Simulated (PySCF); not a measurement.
C4H5Br, SMILES C(=CCBr)=C. Geometry: r2SCAN-D4/def2-SVP. Other conformers were not sampled.

Task: Give the equilibrium geometry at r2SCAN-D4/def2-SVP (PySCF confirms it by a frequency run) as bond lengths and angles. (The exact figures need the calculation; the answer reports its results.)

Result: One answer among several that fit: 
Atoms: C1 C2 C3 C4 Br5 H6 H7 H8 H9 H10. Bonds (Å): C1–C2 1.309, C1–H6 1.097, C1–H7 1.097, C2–C3 1.316, C3–C4 1.488, C3–H8 1.099, C4–Br5 1.985, C4–H9 1.098, C4–H10 1.097. Angles (°): C2–C1–H6 121.1, C2–C1–H7 121.5, H6–C1–H7 117.4, C1–C2–C3 179.5, C2–C3–C4 123.3, C2–C3–H8 119.4, C4–C3–H8 117.3, C3–C4–Br5 111.3, C3–C4–H9 112.3, C3–C4–H10 112.5, Br5–C4–H9 104.1, Br5–C4–H10 105.9, H9–C4–H10 110.2.
Charge 0, spin multiplicity 1.
